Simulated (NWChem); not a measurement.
System: vinylidene fluoride (C$_{2}$H$_{2}$F$_{2}$); SMILES C=C(F)F

Computed with NWChem. Pople sets run with spherical d functions. The geometry was optimised at B3LYP/6-31G* (spherical d). Level: PBE0/6-31+G*; rows give the wavelength of the field.

Problem. Order these by “anisotropy (bohr³)”, lowest first: 1065 nm; 400 nm; 589 nm.

Solution. 1065 nm (15.1), 589 nm (15.6), 400 nm (16.7)
